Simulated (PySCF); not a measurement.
# Bond length, frequency and bond energy of GaH⁺ by level of theory

State: ²Σ⁺ (doublet), unpaired electrons σ ↑. Set-up: basis Ga def2-TZVPPD, H def2-TZVPPD; no relativity; PySCF 2.14. De refers to Ga⁺ + H in their ground configurations, without counterpoise correction. The functionals are run spin-unrestricted. A positive dipole points towards H; it is taken about the centre of mass and depends on that origin.

```
      Level  Re (Å)  ωe (cm⁻¹)  De (eV)  μ (D)
        UHF   1.635       1431    0.257   0.09
    UHF-MP2   1.600       1607    0.436    n/a
UHF-SCS-MP2   1.604       1615    0.416    n/a
   UHF-CCSD   1.636       1439    0.496    n/a
UHF-CCSD(T)   1.638       1427    0.499    n/a
        PBE   1.696       1207     0.50   0.49
     PBEsol   1.680       1279     0.64   0.51
     revPBE   1.690       1244    0.476   0.42
     r²SCAN   1.659       1315     0.73   0.38
      B3LYP   1.689       1227     0.50   0.43
       PBE0   1.662       1339     0.53   0.37
      B97-3   1.676       1311    0.398   0.36
  BHandHLYP   1.660       1340     0.52   0.32
  CAM-B3LYP   1.666       1302     0.53   0.42
```

The bond length runs from 1.600 Å (UHF-MP2) to 1.696 Å (PBE). De spans 0.26 eV (UHF, mean field) to 0.73 eV (r²SCAN, meta-GGA). Correlation at CCSD(T) changes the Hartree–Fock bond energy by +0.24 eV; the triples alone change it by +0.00 eV.

Correlated steps freeze 9 core orbitals. Spin–orbit coupling is left out. For an ion De counts to the pair picked by the measured ionisation energies or electron affinities, which need not be the lowest pair at this level. The state was picked by a PBE0 search and need not be the measured ground state.

The whole job (state search and all levels along the bond) took about 2.8 min on 1 thread of Intel Xeon 6975P-C (shared host), peak memory 1.3 GiB.
